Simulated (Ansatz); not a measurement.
Ansatz (a quantum-chemistry and plane-wave program) input (CCSD(T)/cc-pV(Q+d)Z):
A basis named .json is the Basis Set Exchange file of that set.

Ansatz 0.2 input:
```yaml
crystal:
  periodic: [false, false, false]
  atoms:
    - {symbol: Si, position_ang: [1.11070745, -0.00724270, 0.10703146]}
    - {symbol: O, position_ang: [-0.41832094, 0.33328254, -0.41023062]}
    - {symbol: C, position_ang: [-1.59103498, -0.33933816, 0.02089691]}
    - {symbol: H, position_ang: [1.11970240, -0.14546652, 1.59686309]}
    - {symbol: H, position_ang: [1.94797200, 1.14224590, -0.32341083]}
    - {symbol: H, position_ang: [-2.45056569, 0.26334925, -0.27129757]}
    - {symbol: H, position_ang: [-1.60203762, -0.46724288, 1.10787261]}
    - {symbol: H, position_ang: [-1.67219812, -1.32171944, -0.45200438]}
basis:
  gaussian:
    orbitals: cc-pV_Q+d_Z.json
magnetization: {spin_polarized: true, initial_magnetization: 1}
correlation: {method: ccsd_t, electrons: outside_noble_gas}
```

Output:

```
Functional definition: HF
integrals: 5.68 GiB planned
1908 factors; integrals over basis functions are off by at most 1.1e-3 eV
2.08 GiB of device memory are held for the factors and their scratch space
mean field: 1.81 GiB planned
mean field evaluation 1: about -11007.8866 eV, gradient 2.3e1 eV
mean field evaluation 2: about -11007.8878 eV, gradient 2.3e1 eV
mean field evaluation 4: about -11010.4985 eV, gradient 3.1e0 eV
mean field evaluation 8: about -11010.5891 eV, gradient 1.5e-1 eV
mean field evaluation 16: about -11010.5775 eV, gradient 7.4e-1 eV
mean field evaluation 32: about -11005.7652 eV, gradient 7.0e-2 eV
mean field -11010.58966429 eV, -404.6317069170 hartree, gradient 3.8e-6 eV, S^2 0.754557; 0 other end points of the search recorded, 0 dependent functions left out
7 core orbitals not correlated
reference -11010.58966429 eV, -404.6317069170 hartree; 10, 9 occupied and 307, 308 virtual orbitals, 1908 factors
second order -15.16713684 eV of doubles, -0.00000000 eV of singles
coupled cluster: 41.83 GiB planned
cycle   1  -15.40268499 eV  change   -2.4e-1 eV  update   8.7e-2
cycle   2  -15.81014573 eV  change   -4.1e-1 eV  update   2.8e-2
cycle   3  -15.91257430 eV  change   -1.0e-1 eV  update   1.6e-2
cycle   4  -15.90398726 eV  change    8.6e-3 eV  update   5.4e-3
cycle   5  -15.90362152 eV  change    3.7e-4 eV  update   3.2e-3
cycle   6  -15.90465388 eV  change   -1.0e-3 eV  update   1.1e-3
cycle   7  -15.90442317 eV  change    2.3e-4 eV  update   4.7e-4
cycle   8  -15.90454033 eV  change   -1.2e-4 eV  update   1.6e-4
cycle   9  -15.90459973 eV  change   -5.9e-5 eV  update   5.9e-5
cycle  10  -15.90456266 eV  change    3.7e-5 eV  update   2.5e-5
cycle  11  -15.90457749 eV  change   -1.5e-5 eV  update   1.2e-5
perturbative correction -0.60033030 eV, -0.0220617317 hartree
Total energy: -11027.09457209 eV, -405.2382510910 hartree
```

It need not be the lowest isomer of its formula.
